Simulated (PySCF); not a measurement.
A species of formula C7H14F2Si has this rotational fingerprint, computed with PBE0/pcSseg-1 in PySCF (dipole) on a GFN2-xTB geometry, gas phase:

- Rotational constants: A = 1401, B = 970.2, C = 663.2 MHz
- Dipole components: |μa| = 1.06 D, |μb| = 1.60 D, |μc| = 0.58 D
- Inertial defect: -119.69 u·Å²
- κ: -0.17

Question: Which candidate fits, each taken in the one conformer that was computed?
A. `[CH3:1][C@@H:2]([CH2:3][F:4])[Si@:5]1([CH3:6])[CH2:7][C@H:8]([F:9])[CH2:10]1` with C1–C2–C3–F4 70°, C1–C2–Si5–C6 -45°, C2–Si5–C7–C8 -125°, Si5–C7–C8–F9 136°, C7–C8–C10–Si5 -15°, C2–Si5–C10–C8 125°
B. `[CH3:1][C@@H:2](/[CH:3]=[CH:4]\[SiH3:5])[CH2:6][C:7]([CH3:8])([F:9])[F:10]` with C1–C2–C3–C4 -118°, C1–C2–C6–C7 68°, C2–C6–C7–C8 164°
C. `[CH2:1]=[CH:2][C@@:3]([CH3:4])([CH2:5][SiH2:6][CH3:7])[CH:8]([F:9])[F:10]` with C1–C2–C3–C4 -13°, C2–C3–C5–Si6 177°, C3–C5–Si6–C7 -179°, C2–C3–C8–F9 57°
D. `[CH3:1][C@@H:2]1[C@@H:3]([F:4])[CH2:5][CH2:6][Si@@H:7]([CH3:8])[C@H:9]1[F:10]` with C1–C2–C3–F4 49°, C2–C3–C5–C6 72°, C3–C5–C6–Si7 -58°, C5–C6–Si7–C8 -74°

Answer: D. It is C[C@@H]1[C@@H](F)CC[Si@@H](C)[C@H]1F, an asymmetric top, point group C1. The candidates at the same level (rigid rotor, commonest isotopes):

| SMILES | A (MHz) | B (MHz) | C (MHz) | μa (D) | μb (D) | μc (D) | Δ (u·Å²) | point group | rotor |
| --- | --- | --- | --- | --- | --- | --- | --- | --- | --- |
| C[C@@H](/C=C\[SiH3])CC(C)(F)F | 1875 | 541.5 | 497.6 | 0.33 | 0.22 | 2.23 | -187.06 | C1 | near-prolate asymmetric top |
| C=C[C@@](C)(C[SiH2]C)C(F)F | 1566 | 683.1 | 594.1 | 1.68 | 1.56 | 0.41 | -211.75 | C1 | asymmetric top |
| C[C@@H]1[C@@H](F)CC[Si@@H](C)[C@H]1F | 1401 | 970.2 | 663.2 | 1.06 | 1.60 | 0.58 | -119.69 | C1 | asymmetric top |
| C[C@@H](CF)[Si@]1(C)C[C@H](F)C1 | 1837 | 626.7 | 615.7 | 1.59 | 0.67 | 0.69 | -260.77 | C1 | near-prolate asymmetric top |

`C=C[C@@](C)(C[SiH2]C)C(F)F` has B 30 % too low; `C[C@@H](CF)[Si@]1(C)C[C@H](F)C1` has B 35 % too low; `C[C@@H](/C=C\[SiH3])CC(C)(F)F` has B 44 % too low. No structure here is proved a minimum.
